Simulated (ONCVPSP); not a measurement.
**Cl: one change to an ONCV potential, before and after**

Cl, optimised norm-conserving Vanderbilt (ONCV), made with ONCVPSP 4.0.1 (PBE, scalar-relativistic). Core [Ne], reference 3s1.5 3p5.5. Waves: 3s: rc 1.10 bohr, ncon 5, nbas 9, qcut 5.2 1/bohr, 3 projectors, debl 2.8 Ha; 3p: rc 1.15 bohr, ncon 4, nbas 7, qcut 7 1/bohr, 2 projectors, debl 0.8 Ha; d scattering state at 0.37 Ha: rc 1.00 bohr, ncon 3, nbas 6, qcut 11.4 1/bohr, 2 projectors, debl 3.5 Ha. Local part: polynomial inside 0.70 bohr (lpopt 4, dvloc0 0 Ha). Core correction: none.

All-electron outer shells of the reference configuration (PBE, scalar-relativistic, ld1.x):

```
shell  level (eV)  outermost node (bohr)  outermost maximum (bohr)
   2s     -253.39                   0.12                      0.36
   2p     -192.31                      –                      0.30
   3s      -21.02                   0.55                      1.27
   3p       -8.87                   0.53                      1.43
```

Change: p: rc 1.46.

Cutoffs: the cutoffs (Ha) at which the residual kinetic energy of the hardest occupied pseudo-wave falls to 1 and 0.1 mHa per electron; they do not see the model core or the augmentation charge, which bear on the density cutoff. Errors are all-electron minus pseudo energies relative to the spin-unpolarised reference configuration.

What does the change do?

The potential gets neither clearly harder nor softer (147 Ha and 186 Ha → 147 Ha and 186 Ha); both files keep a bound ghost (s); the errors of the 3 common tests hardly move.

| quantity | base | changed |
| --- | --- | --- |
| cutoff, loose | 147 Ha | 147 Ha |
| cutoff, tight | 186 Ha | 186 Ha |
| loose cutoff by channel | s 147 Ha, p 9.5 Ha | s 147 Ha, p 14 Ha |
| bound ghosts | s | s |
| GHOST(+) flags under 300 eV | none | none |
| tests with a reliable result | 3 of 4 | 3 of 4 |
| error for 3s2 3p5, meV [ΔE -6.06 eV] | +20 | +20 |
| error for 3s2 3p4, meV [ΔE 7.81 eV] | +22 | +21 |
| error for 3s2 3p3, meV [ΔE 33.26 eV] | +33 | +31 |
| s: phases at 1.12 bohr within 0.05 rad from the reference energy up to (Ha; the scan ends near 5) | n/a | n/a |
| d: phases at 1.02 bohr within 0.05 rad from the reference energy up to (Ha; the scan ends near 5) | to the end of the scan | to the end of the scan |

 A true bound ghost makes a file unfit for plane-wave use even where its test errors are small: the radial tests pick states by their node count and pass the ghost by.
